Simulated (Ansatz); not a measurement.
Cost and result for the atomization energy of `Cl[SiH2]S[SiH](Cl)Cl` (9 atoms, 8 bonds).

```xyz
9

Cl    0.884   -1.390    2.155
Si    1.012    0.445    1.262
S     1.139    0.315   -0.865
Si   -0.813   -0.269   -1.440
Cl   -1.229   -2.195   -0.926
Cl   -2.247    0.927   -0.615
H    -0.164    1.234    1.676
H     2.287    1.077    1.659
H    -0.868   -0.143   -2.906
```

Charge 0, multiplicity 1. The structure was optimised at the PBE0-D4/def2-TZVP level. It is one conformer, not always the lowest. Program: Ansatz. All runs use 2 threads of an AMD EPYC 7R13 on a shared host and a share of an NVIDIA H100 80 GB. Times are those of one run each, without the atoms' runs, and a repeat can differ threefold. Electronic energies, without spin–orbit coupling; frozen cores. CCSD(T)/CBS adds CCSD(T) − MP2 in def2-TZVPP to the MP2 limit, and its time is that of the two runs behind it. T1 = 0.010. B3LYP takes the VWN-RPA correlation (the form of Gaussian; ORCA's B3LYP/G).

CCSD(T)/CBS is a level of theory with its own doubt, some kJ/mol a heavy atom from the limit and from the frozen cores, so smaller differences don't rank the functionals.

| level | functions | wall time | atomization (kJ/mol) | difference from CCSD(T)/CBS | per bond |
| --- | --- | --- | --- | --- | --- |
| PBE-D4/def2-TZVPP (with forces) | 294 | 7.5 s | 2863.6 | 7.9 | 1.0 |
| PBE0-D4/def2-TZVPP | 294 | 8.5 s | 2843.5 | -12.2 | -1.5 |
| B3LYP-D4/def2-TZVPP (with forces) | 294 | 9 s | 2805.3 | -50.4 | -6.3 |
| r2SCAN-D4/def2-TZVPP (with forces) | 294 | 9.5 s | 2872.1 | 16.4 | 2.1 |
| CCSD(T)/def2-TZVPP | 294 | 10 s | 2744.8 | -110.9 | -13.9 |
| ωB97X-V/def2-TZVPP | 294 | 11 s | 2878.1 | 22.4 | 2.8 |
| B2PLYP/def2-TZVPP | 294 | 11 s | 2771.4 | -84.3 | -10.5 |
| MP2/def2-QZVPP | 510 | 13 s | 2893.2 | 37.5 | 4.7 |
| ωB97M-V/def2-TZVPP (with forces) | 294 | 14 s | 2873.0 | 17.3 | 2.2 |
| CCSD(T)/CBS(def2) | – | 23 s | 2855.7 | 0.0 | 0.0 |

In def2-TZVPP, CCSD(T) changes the Hartree–Fock value by +636.1 kJ/mol (the triples alone add +54.9 kJ/mol) and MP2 by +719.1 kJ/mol; breaking electron pairs costs correlation energy, which Hartree–Fock lacks. From PBE to PBE0 (25 % exact exchange), in def2-TZVPP and without D4, the atomization energy moves by −14.7 kJ/mol: exact exchange takes away binding that semilocal exchange gives to molecules. The D4 term adds +68.7 kJ/mol with B3LYP and +36.5 kJ/mol with PBE0; it sums over pairs of atoms, weighted by their polarisabilities, and B3LYP, whose exchange is more repulsive, gets the larger term.
